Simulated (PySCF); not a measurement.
# One molecule, a ladder of functionals, a line

Molecule: SMILES N#C[SiH2][SiH2]OC, C2H7NOSi2.

Molfile (atoms numbered from 1):
```
C2H7NOSi2
     RDKit          3D

 13 12  0  0  0  0  0  0  0  0999 V2000
   -2.6717   -0.1445    0.0486 C   0  0  0  0  0  0  0  0  0  0  0  0
   -1.3678    0.3709   -0.0186 O   0  0  0  0  0  0  0  0  0  0  0  0
    0.0131   -0.5565    0.0666 Si  0  0  0  0  0  4  0  0  0  0  0  0
    1.7658    0.9812   -0.1537 Si  0  0  0  0  0  4  0  0  0  0  0  0
    3.3464    0.0070   -0.0195 C   0  0  0  0  0  0  0  0  0  0  0  0
    4.2994   -0.6484    0.0727 N   0  0  0  0  0  0  0  0  0  0  0  0
   -3.3836    0.6905   -0.0285 H   0  0  0  0  0  0  0  0  0  0  0  0
   -2.8593   -0.6676    1.0042 H   0  0  0  0  0  0  0  0  0  0  0  0
   -2.8793   -0.8487   -0.7781 H   0  0  0  0  0  0  0  0  0  0  0  0
    0.0673   -1.5699   -1.0344 H   0  0  0  0  0  0  0  0  0  0  0  0
    0.1138   -1.2770    1.3750 H   0  0  0  0  0  0  0  0  0  0  0  0
    1.7851    1.9934    0.9395 H   0  0  0  0  0  0  0  0  0  0  0  0
    1.7778    1.6542   -1.4834 H   0  0  0  0  0  0  0  0  0  0  0  0
  1  2  1  0
  2  3  1  0
  3  4  1  0
  4  5  1  0
  5  6  3  0
  1  7  1  0
  1  8  1  0
  1  9  1  0
  3 10  1  0
  3 11  1  0
  4 12  1  0
  4 13  1  0
M  END
```

GIAO shieldings (ppm, equivalent atoms averaged) in PySCF 2.14 on the PBE0-D3(BJ)/def2-SVP geometry, basis pcSseg-1, gas phase, non-relativistic:

```csv
functional,exact exchange (%),σ(C1),σ(O2),σ(Si3),σ(Si4)
BLYP,0,116.2,324.5,345.8,431.7
BP86,0,120.9,331.1,352.0,441.0
PBE,0,121.5,330.9,353.0,443.5
PBE0,25,128.0,344.4,370.2,454.0
mPW1PW91,25,127.1,343.4,368.9,451.1
BHandHLYP,50,129.2,350.1,380.6,455.0
HF,100,140.1,366.1,418.6,481.9
```

Q: Fit each shielding as a line in the percentage of exact exchange.

A: σ(C1) = 120.4 + 0.20 x (rms 2.1 ppm); σ(O2) = 330.8 + 0.37 x (rms 3.2 ppm); σ(Si3) = 350.7 + 0.67 x (rms 2.8 ppm); σ(Si4) = 439.3 + 0.41 x (rms 4.2 ppm). The functionals also differ in their semilocal parts, which the line can't hold; Hartree–Fock has no correlation at all.

Q: What does the line predict for B3LYP (20 %), and what does the run give?

A: σ(C1): 124.4 predicted, 122.0 computed; σ(O2): 338.2 predicted, 336.5 computed; σ(Si3): 364.1 predicted, 359.5 computed; σ(Si4): 447.5 predicted, 440.8 computed ppm.
